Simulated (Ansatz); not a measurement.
Species: C4H4, charge 0, singlet. C4H4 (SMILES C#CC=C).
B3LYP-D3(BJ)/def2-TZVP minimum from Ansatz (an electronic-structure program):
```xyz
8

C      0.7841     0.3519     1.7050
C      0.1337     0.1715     0.7093
C     -0.6663    -0.0317    -0.4457
C     -0.1920    -0.4103    -1.6337
H      1.3659     0.5090     2.5795
H     -1.7311     0.1403    -0.3221
H      0.8633    -0.5899    -1.7905
H     -0.8553    -0.5483    -2.4766
```
Charge 0, spin multiplicity 1.

Total energies in hartree (Ansatz). Radicals and triplets start from unrestricted determinants; spin-orbit coupling is neglected. Correlated methods leave the cores frozen. No relativity. For partners of very few electrons the exact lower level stands in for a higher one. The restricted determinant of C4H4 (C#CC=C, singlet) is unstable towards broken spin symmetry in at least one set run.

```csv
species,HF/cc-pVTZ,CCSD(T)/cc-pVTZ,HF/cc-pVQZ,CCSD(T)/cc-pVQZ,CCSD(T)/cc-pVDZ,CCSDT(Q)/cc-pVDZ
"1: C4H4 (but-1-en-3-yne, SMILES C#CC=C)",-153.76425,-154.44389,-153.77400,-154.48744,-154.29023,-154.29287
2: C (triplet),-37.69157,-37.78076,-37.69331,-37.78654,-37.76038,-37.76071
3: H (doublet),-0.49981,-0.49981,-0.49995,-0.49995,-0.49928,-0.49928
```

### Question
Work out the atomisation energy (electronic, to ground-state atoms) in kcal/mol: take Hartree-Fock from cc-pVQZ, extrapolate the CCSD(T) correlation energy as X^-3 (X = 3, 4), and add CCSDT(Q) - CCSD(T) in cc-pVDZ. 1 hartree = 627.51 kcal/mol.

### Answer

Species 1: correlation (64·(-0.71344) - 27·(-0.67964))/37 = -0.73810; step -0.00264; E1 = -153.77400 + (-0.73810) + (-0.00264) = -154.51474
Species 2: correlation (64·(-0.09323) - 27·(-0.08919))/37 = -0.09618; step -0.00033; E2 = -37.69331 + (-0.09618) + (-0.00033) = -37.78982
Species 3: correlation (64·(0.00000) - 27·(0.00000))/37 = 0.00000; step +0.00000; E3 = -0.49995 + (0.00000) + (+0.00000) = -0.49995
-1·E1 +4·E2 +4·E3 = 1.35566 hartree = 850.7 kcal/mol.
